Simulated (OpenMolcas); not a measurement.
Ho3+ among 8 point charges of -2 e arranged as a cube (Oh), 2.54 Å from the ion.
```
   1.4665    1.4665    1.4665  -2.00
   1.4665    1.4665   -1.4665  -2.00
   1.4665   -1.4665    1.4665  -2.00
   1.4665   -1.4665   -1.4665  -2.00
  -1.4665    1.4665    1.4665  -2.00
  -1.4665    1.4665   -1.4665  -2.00
  -1.4665   -1.4665    1.4665  -2.00
  -1.4665   -1.4665   -1.4665  -2.00
```

```
Program             : OpenMolcas 26.06
Method              : CASSCF
Basis               : ANO-RCC-VDZP [7s6p4d2f1g]
Scalar Hamiltonian  : DKH2, point nucleus
Active space        : 10 electrons in 7 orbitals (4f)
State averaging     : 2S+1 = 5 even, 35 roots (30 in the spin-orbit step); 2S+1 = 3 even, 105 roots kept (CI in the orbitals of an earlier block); 2S+1 = 1 even, 31 roots kept (CI in the orbitals of an earlier block)
Spin-orbit coupling : RASSI with atomic mean-field integrals over the reference wave functions
```

(1) What is the spin-free ground state (labels of O, the rotations of Oh)?

(2) Where is the first state of the same spin?

(3) What are the lowest two levels with spin-orbit coupling?

(4) What is χT at 300 K, and how does it compare with the textbook value?

Answers

(1) 5A1, 1-fold in its orbital part, 100 % from free-ion I terms; it has the highest spin that f10 allows.

(2) 5T1 at 29 cm-1 above the ground state.

(3) A 3-fold level T2, then a 2-fold level E 6.9 cm-1 above it. Their leading multiplicities are 5 (94 %) and 5 (94 %).

(4) Hund's rules give f10 the level 5I8 with g = 1.250, so an isolated free-ion multiplet has χT = g² J(J+1) / 8 = 14.062 cm3 K/mol. The computed 13.890 at 300 K differs by -1 %, through the field's splitting, the mixing of terms and any other multiplet in reach.

High states are left out of the spin-orbit mixing, which shifts the levels that they would mix with. This is an electrostatic model: the charges have no orbitals. The first state left out of the spin-orbit step lies near 45000 cm-1 above the lowest spin-free state of the reference (among the parities and spins computed), and the lists stop at four fifths of that energy or lower. No measured value stands beside these numbers.
